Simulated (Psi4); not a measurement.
Level of theory: SAPT0/jun-cc-pVDZ, frozen core (Psi4 1.11).

Psi4 input:

```
molecule {
0 1
C 0.00000077 -0.00000026 0.00000081
H -0.64501903 -0.79883614 -0.36338334
H -0.41941254 0.96365714 -0.28582373
H 0.07222366 -0.05700227 1.08525238
H 0.99220715 -0.10781847 -0.43604612
--
0 1
C 3.88157633 -0.02723718 -1.45142058
C 3.59452356 0.82786844 -0.66482067
H 4.13634334 -0.78651060 -2.14985586
H 3.33978535 1.58717640 0.03360044
units angstrom
symmetry c1
no_reorient
no_com
}
set basis jun-cc-pvdz
set scf_type df
set freeze_core true
energy('sapt0')
```

Part of the output:

```
    SAPT Results
  --------------------------------------------------------------------------------------------------------
    Electrostatics                 -1.29378453 [mEh]      -0.81186205 [kcal/mol]      -3.39683082 [kJ/mol]
      Elst10,r                     -1.29378453 [mEh]      -0.81186205 [kcal/mol]      -3.39683082 [kJ/mol]

    Exchange                        2.99724928 [mEh]       1.88080232 [kcal/mol]       7.86927690 [kJ/mol]
      Exch10                        2.99724928 [mEh]       1.88080232 [kcal/mol]       7.86927690 [kJ/mol]
      Exch10(S^2)                   2.98765422 [mEh]       1.87478132 [kcal/mol]       7.84408506 [kJ/mol]

    Induction                      -0.35670702 [mEh]      -0.22383703 [kcal/mol]      -0.93653414 [kJ/mol]
      Ind20,r                      -0.57735971 [mEh]      -0.36229869 [kcal/mol]      -1.51585771 [kJ/mol]
      Exch-Ind20,r                  0.45927884 [mEh]       0.28820182 [kcal/mol]       1.20583643 [kJ/mol]
      delta HF,r (2)               -0.23862615 [mEh]      -0.14974017 [kcal/mol]      -0.62651286 [kJ/mol]

    Dispersion                     -1.35393140 [mEh]      -0.84960478 [kcal/mol]      -3.55474641 [kJ/mol]
      Disp20                       -1.55653657 [mEh]      -0.97674144 [kcal/mol]      -4.08668620 [kJ/mol]
      Exch-Disp20                   0.20260517 [mEh]       0.12713666 [kcal/mol]       0.53193980 [kJ/mol]
      Disp20 (SS)                  -0.77826829 [mEh]      -0.48837072 [kcal/mol]      -2.04334310 [kJ/mol]
      Disp20 (OS)                  -0.77826829 [mEh]      -0.48837072 [kcal/mol]      -2.04334310 [kJ/mol]
      Exch-Disp20 (SS)              0.11829196 [mEh]       0.07422933 [kcal/mol]       0.31057550 [kJ/mol]
      Exch-Disp20 (OS)              0.08431321 [mEh]       0.05290734 [kcal/mol]       0.22136429 [kJ/mol]

  Total HF                          1.34675773 [mEh]       0.84510324 [kcal/mol]       3.53591194 [kJ/mol]
  Total SAPT0                      -0.00717367 [mEh]      -0.00450155 [kcal/mol]      -0.01883447 [kJ/mol]
```
